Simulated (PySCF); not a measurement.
The numbers are results of B3LYP-D3(BJ)/def2-TZVP in PySCF, not measurements. All species are isolated molecules in the gas phase. B3LYP has the VWN-RPA correlation part, as in Gaussian. Excitations are Tamm–Dancoff values on a coarser integration grid. The basis has no diffuse functions, so Rydberg states are missing or too high.

Reference species (SMILES): `NB(N)[SiH3]` (neutral, multiplicity 1).

The HOMO–LUMO gap comes out as 7.22 eV and the S1–T1 gap (TDA) is 0.66 eV. The S1 oscillator strength is 0.000.

Changed species: `NB(N)N` (0 of 3 NH2 replaced by SiH3; the reference has 1 of 3 NH2 replaced by SiH3).

Predict the effect on the HOMO–LUMO gap, S1–T1 gap (TDA) and S1 oscillator strength.

the HOMO–LUMO gap decreases by 0.41 eV, to 6.81 eV; the S1–T1 gap (TDA) falls by 0.39 eV, to 0.27 eV; the S1 oscillator strength hardly moves.
